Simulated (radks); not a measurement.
Results of a calculation; reference values are marked as such.
Q: Spherical quantum dot in the effective-mass picture: electrons in a parabolic well V = omega^2 r^2 / 2 with omega = 1.48, with a point charge +2 (a donor) at the centre, all in effective atomic units (hartree* = m*/eps^2 hartree, bohr* = eps/m* bohr), one dielectric constant everywhere. Level of theory: non-relativistic Kohn-Sham, LDA (Slater exchange, Perdew-Wang correlation), spin-polarised, spherical densities (a radial shooting solver with Libxc functionals). Levels are named by radial order and angular momentum (1s, 1p, 1d, 2s, ...), and open shells are averaged over m. Each electron was tried in the lowest free levels, single moves between levels near the top were tried too, and the lowest total energy was kept; such a search can miss a lower state. Give the order in which the levels fill up to N = 27, the shell closures and the spin along the way.

A: Shells are first occupied in the order 1s, 1p, 2s, 1d, 1f. Open shells at each N (closed shells left out): 1: 1s(up 1, down 0); 2: none; 3: 1p(up 1, down 0); 4: 1p(up 2, down 0); 5: 1p(up 3, down 0); 6: 1p(up 3, down 1); 7: 1p(up 3, down 2); 8: none; 9: 2s(up 1, down 0); 10: none; 11: 1d(up 1, down 0); 12: 1d(up 2, down 0); 13: 1d(up 3, down 0); 14: 1d(up 4, down 0); 15: 1d(up 5, down 0); 16: 1d(up 5, down 1); 17: 1d(up 5, down 2); 18: 1d(up 5, down 3); 19: 1d(up 5, down 4); 20: none; 21: 1f(up 1, down 0); 22: 1f(up 2, down 0); 23: 1f(up 3, down 0); 24: 1f(up 4, down 0); 25: 1f(up 5, down 0); 26: 1f(up 6, down 0); 27: 1f(up 7, down 0). All shells are closed at N = 2, 8, 10, 20 (there: 1s2 1p6 1d10 2s2). Largest 2S: 7, at N = 27.
